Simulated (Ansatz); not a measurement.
C₂H₆AsN, SMILES `C=N[AsH]C`. Total charge 0; spin multiplicity 1. Correlated methods include outer-core shells of As, which these sets cover unevenly. Scalar relativity is left out up to krypton.

```xyz
10

C    -0.483   -0.752   -1.858
N     0.067    0.210   -1.262
As    1.202   -0.087    0.191
C     0.151    0.959    1.472
H    -0.401   -1.807   -1.555
H    -1.097   -0.552   -2.741
H     0.650   -1.458    0.621
H     0.245    2.012    1.207
H     0.564    0.807    2.470
H    -0.898    0.669    1.455
```

(1) Give the diagnostics of a CCSD(T)/def2-TZVPP run (frozen core, Ansatz). (Best estimate.)

Results:

(1) Computed: T1 = 0.0122, largest single amplitude 0.015, largest double 0.040, (T) share of the correlation energy 4.1 %, 10 CCSD cycles. The RHF solution is stable towards an unrestricted one. T1 lies under the customary mark of 0.02 for closed shells.
